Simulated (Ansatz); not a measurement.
The cluster Zn2Cl5⁻. Charge -1, multiplicity 1. Geometry PBE-D4/def2-SVPD; atoms count from 1.

```xyz
7

Zn   -0.2214   -0.3131   -1.3305
Zn    0.2199    0.3126    1.3308
Cl    0.0178    1.9189   -0.4540
Cl   -1.6976   -0.8775    0.4880
Cl   -0.5671   -0.8076   -3.4479
Cl    0.5764    0.8119    3.4451
Cl    1.6719   -1.0452   -0.0315
```

The structure comes from a short search, and lower isomers may exist.

(1) Estimate the Mulliken populations from the PBE0/def2-TZVPD orbitals of Ansatz.

(2) And the Mayer bond orders between heavy atoms (over 0.3)?

## Answers

(1) 
```csv
atom,charge (e),d electrons
Zn1,0.64,10.12
Zn2,0.64,10.12
Cl3,-0.51,–
Cl4,-0.51,–
Cl5,-0.38,–
Cl6,-0.38,–
Cl7,-0.51,–
```
Mulliken values depend strongly on the basis. With diffuse functions, as here, like atoms can get unlike values, and bond orders can come out too low or too high.

(2) Zn1–Cl3 0.45 (2.41 Å); Zn1–Cl4 0.45 (2.41 Å); Zn1–Cl5 0.85 (2.20 Å); Zn1–Cl7 0.45 (2.41 Å); Zn2–Cl3 0.45 (2.41 Å); Zn2–Cl4 0.46 (2.41 Å); Zn2–Cl6 0.85 (2.20 Å); Zn2–Cl7 0.45 (2.41 Å).
